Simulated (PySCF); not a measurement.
C2H12GeN4, SMILES C[N](C)[Ge]([NH2])([NH2])[NH2], singlet at its GFN2-xTB optimised geometry (Å):

```
19

C     -0.5809    -2.5207    -2.1855
N     -1.3218    -1.4310    -1.5915
C     -2.7416    -1.5433    -1.8409
Ge    -0.7740    -0.7138     0.0000
N      1.0577    -0.7138     0.0000
N     -1.3806    -1.6843     1.4522
N     -1.4904     0.9755     0.0000
H     -0.8847    -3.5017    -1.7961
H      0.4780    -2.3736    -1.9888
H     -0.7414    -2.5201    -3.2678
H     -2.9261    -1.5126    -2.9190
H     -3.2518    -0.7029    -1.3738
H     -3.1667    -2.4785    -1.4507
H      1.4700    -1.5825     0.3079
H      1.4904     0.0333     0.5243
H     -2.3728    -1.8725     1.4219
H     -1.1799    -1.2784     2.3558
H     -1.3443     1.4654    -0.8708
H     -1.1933     1.5825     0.7513
```

Level of theory: PBE0/def2-SVP in PySCF 2.14.0. Cells within 0.4 Å of a nucleus heavier than hydrogen are left out (blank, or x).

Map of the Laplacian of the electron density (e/bohr⁵), clipped to [-1.50, 1.50] on the plane z = 0.0 Å:

```
|5555555555555555555555555555555|
|5555555555555555555555555555555|
|5555555555555555555555555555555|
|5555555555555555555555555555555|
|5555555555555555555555555555555|
|5555555555555555555555555555555|
|5555555555555555555555555555555|
|5555555555555555555555555555555|
|5555555555555555555555555555555|
|5555555555555555555555555555555|
|555555554xx55555555555555555555|
|55555554xxx15555555555555555555|
|555555540xx15555555555555555555|
|5555555541145555555555555555555|
|5555555554445555555555555555555|
|5555555555589965555555555555555|
|5555555555999996555235555555555|
|55555555569xxx9743xxx5555555555|
|55555555579xxx9843xxx5555555555|
|555555555599x996553x05555555555|
|5555555555699975555424555555555|
|5555555555556555555544555555555|
|5555555555555555555555555555555|
|5555555555555555555555555555555|
|5555555555555555555555555555555|
|5555555555555555555555555555555|
|5555555555555555555555555555555|
|5555555555555555555555555555555|
|5555555555555555555555555555555|
|5555555555555555555555555555555|
|5555555555555555555555555555555|
```
Scale: ten equal steps from -1.50 (start of '0') to 1.50 (end of '9'), in the order '0123456789'; x runs from -4.00 to 4.00, y from -4.00 (bottom) to 4.00 (top).
